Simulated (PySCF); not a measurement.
PySCF job for CH4STe, SMILES CS[TeH], B3LYP-D3(BJ)/def2-SVP. Geometry optimised at B3LYP-D3(BJ)/def2-SVP. The def2 effective core potentials stand for the cores of Te; spin–orbit coupling is left out.

```python
import numpy as np
from pyscf import gto, scf, dft, df
from pyscf.hessian import thermo

mol = gto.M(
    atom='''
    Te   -0.35012545    0.27287028    0.73434002
    H    -1.92606882    0.12703614    0.16674141
    S     0.69148087   -1.04399516   -1.02480860
    C     0.98375827    0.19019085   -2.34597213
    H     0.03766429    0.58153025   -2.74468597
    H     1.51495483   -0.35200148   -3.14414455
    H     1.61372943    1.01695795   -1.99082175
    ''',
    basis='def2-SVP',
    ecp={'Te': 'def2-svp'},
    charge=0,
    spin=0,
    max_memory=1600,
    verbose=3,
)
mf = dft.RKS(mol, xc='b3lyp').density_fit(auxbasis='def2-universal-jkfit')
mf.disp = 'd3bj'
mf.grids.level = 3
mf.conv_tol = 1e-11
mf.max_cycle = 100
mf.kernel()

# [left out here: the lines that compute and print the analytic Hessian (its translational invariance restored by hand, since the grid's response is missing), thermochemistry and intensities]
```

Log of the run:

```
converged SCF energy = -706.684303584455

WARN: DFTD3 does not support analytical Hessian, using finite difference


WARN: Mole.unit (angstrom) is changed to Bohr

Mode                                 0                   1                   2
Irrep
Freq [cm^-1]                      158.0937            191.5310            231.6058
Reduced mass [au]                   1.0316              3.4518              1.0891
Force const [Dyne/A]                0.0152              0.0746              0.0344
Char temp [K]                     227.4616            275.5704            333.2292
Normal mode                   x     y     z       x     y     z       x     y     z
       0  Te                 0.00 -0.00  0.00   -0.01 -0.00  0.03    0.00  0.01 -0.01
       1   H                 0.00  0.13 -0.03   -0.02 -0.06  0.08   -0.12 -0.76  0.54
       2   S                -0.02 -0.00 -0.01    0.00  0.06 -0.04   -0.03 -0.01 -0.01
       3   C                 0.00 -0.00 -0.00    0.09 -0.09 -0.15    0.04  0.02  0.03
       4   H                 0.00 -0.39 -0.39    0.13 -0.09 -0.24    0.06  0.02 -0.03
       5   H                 0.52  0.14  0.24    0.08 -0.23 -0.06    0.11  0.04  0.06
       6   H                -0.45  0.26  0.17    0.14 -0.08 -0.25    0.01  0.01  0.09
Mode                                 3                   4                   5
Irrep
Freq [cm^-1]                      343.3753            631.7930            690.7797
Reduced mass [au]                  17.0274              1.0431              5.5829
Force const [Dyne/A]                1.1829              0.2453              1.5696
Char temp [K]                     494.0406            909.0095            993.8782
Normal mode                   x     y     z       x     y     z       x     y     z
       0  Te                -0.02  0.02  0.03   -0.00 -0.00 -0.01    0.00 -0.00  0.00
       1   H                 0.02 -0.03 -0.04   -0.34  0.54  0.74    0.03 -0.05 -0.07
       2   S                 0.06 -0.10 -0.10    0.02 -0.01  0.01   -0.02 -0.06  0.07
       3   C                -0.00  0.02 -0.01    0.01  0.01 -0.01    0.04  0.13 -0.17
       4   H                -0.02  0.02  0.04   -0.01  0.00  0.03   -0.00  0.12 -0.07
       5   H                 0.01  0.13 -0.07   -0.02  0.03 -0.04    0.04  0.19 -0.20
       6   H                -0.04  0.02  0.06    0.00  0.01 -0.01    0.00  0.12 -0.07
Mode                                 6                   7                   8
Irrep
Freq [cm^-1]                      959.7169            961.7988           1326.9710
Reduced mass [au]                   1.2235              1.2167              1.1534
Force const [Dyne/A]                0.6640              0.6631              1.1966
Char temp [K]                    1380.8190           1383.8143           1909.2158
Normal mode                   x     y     z       x     y     z       x     y     z
       0  Te                -0.00 -0.00  0.00    0.00  0.00 -0.00   -0.00  0.00  0.00
       1   H                 0.00  0.00 -0.01   -0.00  0.03  0.01   -0.00 -0.00 -0.00
       2   S                 0.01  0.03  0.01    0.02 -0.02  0.01    0.00  0.00 -0.01
       3   C                -0.03 -0.10 -0.06   -0.10  0.05 -0.01    0.02  0.06 -0.08
       4   H                 0.07  0.29  0.07    0.24  0.39 -0.52   -0.27 -0.24  0.37
       5   H                 0.18  0.39 -0.25    0.10 -0.29  0.36   -0.02 -0.48  0.29
       6   H                -0.09 -0.33  0.58    0.20 -0.23  0.11   -0.03 -0.17  0.50
Mode                                 9                  10                  11
Irrep
Freq [cm^-1]                     1434.8328           1453.6459           2049.8663
Reduced mass [au]                   1.0521              1.0541              1.0161
Force const [Dyne/A]                1.2762              1.3123              2.5157
Char temp [K]                    2064.4049           2091.4728           2949.3012
Normal mode                   x     y     z       x     y     z       x     y     z
       0  Te                -0.00 -0.00 -0.00    0.00 -0.00  0.00   -0.01 -0.00 -0.00
       1   H                -0.00  0.01  0.00    0.00 -0.00 -0.00    0.92  0.10  0.35
       2   S                -0.00 -0.00 -0.00   -0.00  0.00  0.00    0.00  0.00  0.00
       3   C                -0.06 -0.01 -0.03   -0.02  0.05  0.03    0.00 -0.00 -0.00
       4   H                -0.18  0.07  0.41   -0.14 -0.59 -0.29   -0.00 -0.00  0.00
       5   H                 0.62  0.19  0.29   -0.06  0.26 -0.16    0.00  0.00 -0.00
       6   H                 0.31 -0.13 -0.36    0.49 -0.38  0.09    0.00  0.00  0.00
Mode                                12                  13                  14
Irrep
Freq [cm^-1]                     3036.4378           3138.0321           3155.9458
Reduced mass [au]                   1.0302              1.1054              1.1102
Force const [Dyne/A]                5.5962              6.4135              6.5147
Char temp [K]                    4368.7580           4514.9295           4540.7034
Normal mode                   x     y     z       x     y     z       x     y     z
       0  Te                 0.00 -0.00 -0.00    0.00 -0.00 -0.00   -0.00 -0.00 -0.00
       1   H                -0.00  0.00  0.00    0.00 -0.00 -0.00    0.00  0.00  0.00
       2   S                -0.00  0.00  0.00   -0.00 -0.00  0.00   -0.00 -0.00 -0.00
       3   C                -0.01 -0.02  0.04   -0.05  0.07  0.04    0.08  0.03  0.04
       4   H                -0.47  0.18 -0.18    0.44 -0.16  0.18   -0.54  0.22 -0.21
       5   H                 0.31 -0.33 -0.46    0.34 -0.35 -0.51    0.04 -0.03 -0.04
       6   H                 0.30  0.38  0.19   -0.23 -0.27 -0.13   -0.40 -0.53 -0.24
temperature 298.1500 [K]
pressure 101325.00 [Pa]
Rotational constants [GHz] 14.82268 1.98985 1.80974
Symmetry number 1
Zero-point energy (ZPE) 0.04503 [Eh]   118217.519 [J/mol]
                           tot       elec      trans        rot        vib
Entropy [J/mol/K]       319.815      0.000    173.209    109.627     36.978
Cv [J/mol/K]             67.246      0.000     12.472     12.472     42.303
Cp [J/mol/K]             75.561      0.000     20.786     12.472     42.303
Internal energy [J/mol]                      3718.434   3718.434 124658.728
Internal energy [Eh]   -706.63399  -706.68430
Enthalpy [J/mol]                             6197.391   3718.434 124658.728
Enthalpy [Eh]          -706.63305
Gibbs free energy [J/mol]                  -45445.001 -28966.920 113633.637
Gibbs free energy [Eh] -706.66936
static polarisability / bohr^3: [[ 57.664  -5.487 -15.671]
 [ -5.487  49.83    7.232]
 [-15.682   7.233  74.406]]
largest difference of analytic and finite-field dipole derivatives / e: 0.0012690623082630692
mode   freq/cm-1   IR/(km/mol)   Raman/(A^4/amu)   depolarisation
   1      158.09         0.446             0.399            0.750
   2      191.53         0.256             6.584            0.449
   3      231.61         0.146            14.716            0.749
   4      343.38         2.434            12.745            0.277
   5      631.79        13.079            34.383            0.626
   6      690.78         3.380             9.389            0.389
   7      959.72         7.552             4.009            0.622
   8      961.80         7.263             4.337            0.644
   9     1326.97         8.514             5.069            0.477
  10     1434.83         9.911            19.998            0.749
  11     1453.65        10.363            14.955            0.711
  12     2049.87        81.131           231.147            0.296
  13     3036.44        17.557           203.838            0.058
  14     3138.03         2.661           136.236            0.696
  15     3155.95         5.371            55.294            0.750
max |gradient| / (hartree/bohr): 5.8265408603819344e-05
APT charges: [ 0.1995 -0.1294 -0.1081  0.0342 -0.0072  0.0089  0.002 ]
```

The calculation finished and met its thresholds.

Cost: very roughly 90 core-seconds.
